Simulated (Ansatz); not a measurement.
`P[SiH2][AlH][Cl]` + `O[SiH3]` → `[SiH3]OP` + `[SiH3][AlH][Cl]` at 500 K and 1 bar (cleavage of the P–Si bond).

Gas-phase electronic energies from Ansatz, PBE0-D4/def2-TZVP geometries. CCSD(T)/CBS adds triple-zeta CCSD(T) − MP2 to the extrapolated MP2 energy (def2 sets, frozen cores). One conformer a species, not always the lowest.

```
           species  CCSD(T)/CBS energy (Eh)  H − E (kJ/mol)  S (J/(mol·K))
`P[SiH2][AlH][Cl]`              -1334.87683           164.2          456.3
         `O[SiH3]`               -366.69042           127.5          292.9
        `[SiH3]OP`               -708.22479           160.8          373.7
 `[SiH3][AlH][Cl]`               -993.32756           124.2          389.8
```

H − E and S are ideal-gas, rigid-rotor, harmonic terms from PBE0-D4/def2-TZVP, for one conformer and one mirror image of each species. 1 Eh = 2625.50 kJ/mol, R = 8.31446 J/(mol·K).

By hand: ΔE, ΔH, ΔS and ΔG.

ΔE = (-708.22479) + (-993.32756) − (-1334.87683) − (-366.69042) = 0.01490 Eh = 39.1 kJ/mol. Δ(H − E) = 160.8 + 124.2 − 164.2 − 127.5 = -6.7, so ΔH = 32.4 kJ/mol. ΔS = 373.7 + 389.8 − 456.3 − 292.9 = 14.3 J/(mol·K). ΔG = 32.4 − 500 × (14.3)/1000 = 25.2 kJ/mol.

By hand: the equilibrium constant, and the temperature at which ΔG would vanish if ΔH and ΔS stayed fixed.

log₁₀ K = −ΔG/(RT ln 10) = -2.6. ΔG = 0 at ΔH/ΔS = 2266 K, though so small a ΔS makes that figure unsure.

The number of gas molecules stays the same, so ΔS is small and ΔH decides. A doubt of 5 kJ/mol in ΔE shifts log₁₀ K by 0.5 here. Other conformers and mirror images would add mixing entropy, several J/(mol·K) or more a flexible species. Modes under 60 cm⁻¹, often nearly free rotors, make the harmonic entropy too high. These are equilibria of isolated gas molecules and say nothing of rates. Largest T1 diagnostic: 0.013 (customary marks: 0.02 for closed shells, 0.045 for open ones).
